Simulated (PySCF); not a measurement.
## Calculated NMR data

In vacuum, non-relativistic, a single conformation, averaged over atoms made equivalent by symmetry, fast rotation or ring inversion. Structure optimised with GFN2-xTB; shieldings: GIAO PBE0/pcSseg-1; PySCF.

δ = σ(ref) − σ, references computed at the same level: TMS for 1H and 13C. Splittings of carbon signals by F and P are missing where no couplings were computed. Where no couplings were computed, multiplicities follow the n + 1 count of equivalent neighbours, and m marks all less simple cases (inequivalent or close neighbours, rings, F or P nearby). Shifts are as computed. Against solution values, carbons near 30 ppm lie about +3 ppm off and those near 130 ppm about +5 ppm; carbons on Cl a further +6 ppm. Of 1211 compounds with measured shifts, 218 miss one by over three times the rms of a fit or turn the order of signals round; such compounds aren't used in these exercises. Carbons bonded to Cl come out too deshielded.

**1.** SMILES CC(C)(C)CC#P, C$_{6}$H$_{11}$P. 1H NMR (600 MHz, computed): δ 2.52 (m, 2H), 1.16 (s, 9H). 13C{1H} NMR (computed): δ 189.5 (C), 46.7 (CH2), 34.6 (C), 30.3 (CH3).

**2.** `C=C(Cl)c1cncn1[SiH3]`, C$_{5}$H$_{7}$ClN$_{2}$Si. 1H NMR (600 MHz, computed): δ 7.79 (m, 1H), 7.26 (m, 1H), 6.09 (br s, 1H), 5.53 (br s, 1H), 5.24 (s, 3H). 13C{1H} NMR (computed): δ 147.6, 141.4, 139.2, 137.9, 114.6.
